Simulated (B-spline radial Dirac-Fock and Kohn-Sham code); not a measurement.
In the model described below, an N6 (4f5/2) vacancy in mercury as Hg³⁺, 1s2 2s2 2p6 3s2 3p6 3d10 4s2 4p6 4d10 4f14 5s2 5p6 5d9, lives for 3.5 fs, which corresponds to a natural width of 0.190 eV. Out of 1000 such holes, about 0.064 decay by emitting a photon and the rest by ordinary Auger emission. The strongest X-ray line is N6-O4 at 96.07 eV, with 94 % of the radiative rate. The strongest electron group is N6-O4O5 near 34 eV, with 58 % of the non-radiative rate.

Input file task.json (cfg lists n, l and occupation; rrms is the nuclear radius in fm):

```json
{"items": [{
  "Z": 80,
  "q": 3,
  "cfg": [[1, 0, 2], [2, 0, 2], [2, 1, 6], [3, 0, 2], [3, 1, 6], [3, 2, 10], [4, 0, 2], [4, 1, 6], [4, 2, 10], [4, 3, 14], [5, 0, 2], [5, 1, 6], [5, 2, 9]],
  "A": 202,
  "rrms": 5.4648,
  "do": ["binding", "quiet", "decay"],
  "holes": ["K", "L1", "L2", "L3", "M1", "M2", "M3", "M4", "M5", "N1", "N2", "N3", "N4", "N5", "N6", "N7"]
}]}
```

Launch: `python xray_run.py task.json out`

Model: independent-particle rates on relativistic LDA orbitals of the hole state (multipoles up to L = 3, Coulomb Auger matrix elements, transition energies from Dirac-Fock). Program: a radial finite-basis atomic code.

Values without a named source are computed, but for edge energies of neutral atoms, which are taken from tables.
